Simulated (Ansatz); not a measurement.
PBE exchange is replaced step by step with exact exchange (0 % is PBE, 25 % PBE0; no dispersion term), basis def2-SVP, Ansatz. System: Cd₅NiSe₄Cl₄. The state is a triplet with charge 0. Geometry: r2SCAN-D4/def2-SVP.

Geometry of the triplet:

```xyz
14

Se    1.0100    0.6590    2.8864
Se   -1.2896    2.3094   -1.2458
Se   -0.9787   -1.9885    0.1455
Se    2.8614   -0.3850   -1.5552
Ni   -0.7360   -0.7345    2.0682
Cd   -2.5492   -0.0235   -0.7454
Cd   -0.3163    2.1288    1.1487
Cd    2.5336    0.4455    0.8516
Cd    0.9955    1.3570   -1.7460
Cd    1.2887   -2.4817   -1.0120
Cl   -2.5180    0.6847    2.0962
Cl   -4.7072   -0.3757   -1.5877
Cl    2.1954    2.9948    0.1406
Cl    2.2104   -4.5904   -1.4452
```

In the def2 sets Cd takes a core potential; there is no spin–orbit coupling. The order of the spin states hangs on the level: the singlet lies 0.16 eV below the triplet at PBE with 5 % exact exchange/def2-SVP, but 0.00 eV above it at PBE with 10 % exact exchange/def2-SVP. The singlet is doubtful at PBE with 5 % exact exchange/def2-SVP (restricted singlet, unstable towards broken spin symmetry at other levels and untested here). The singlet is doubtful at PBE with 10 % exact exchange/def2-SVP (restricted singlet, unstable towards broken spin symmetry at other levels and untested here).

HOMO and LUMO are taken over both spins.

| exact exchange (%) | HOMO (eV) | LUMO (eV) | gap (eV) | ⟨S²⟩ |
| --- | --- | --- | --- | --- |
| 0 | -6.14 | -5.36 | 0.79 | 2.004 |
| 5 | -6.43 | -5.18 | 1.25 | 2.004 |
| 10 | -6.69 | -4.98 | 1.70 | 2.005 |
| 15 | -6.94 | -4.76 | 2.18 | 2.005 |
| 25 | -7.44 | -4.21 | 3.22 | 2.006 |
| 35 | -7.93 | -3.50 | 4.42 | 2.006 |
| 50 | -8.62 | -2.80 | 5.82 | 2.006 |
